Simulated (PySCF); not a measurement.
## Correlation energy of Ni²⁺ (nickel, charge +2)

[Ar] 3d7 4p1, one real determinant (an excited configuration). Computed with PySCF 2.14 in ANO-RCC-VTZP (6s5p3d2f1g, 59 functions), with scalar relativity by spin-free X2C-1e. Frozen: [Ar]; 8 electrons correlated.

| level | correlation energy (mhartree) |
| --- | --- |
| CCSD | -193.38 |
| (T) | -2.95 |
| CCSD(T) | -196.33 |

Diagnostics: T1 = 0.0079, D1 = 0.0205, largest double amplitude 0.034.

Task: Is a single reference adequate?

Result: Yes: T1 lies below 0.03 and no double amplitude reaches 0.07.

The reference is one real determinant that mixes LS terms of this configuration.
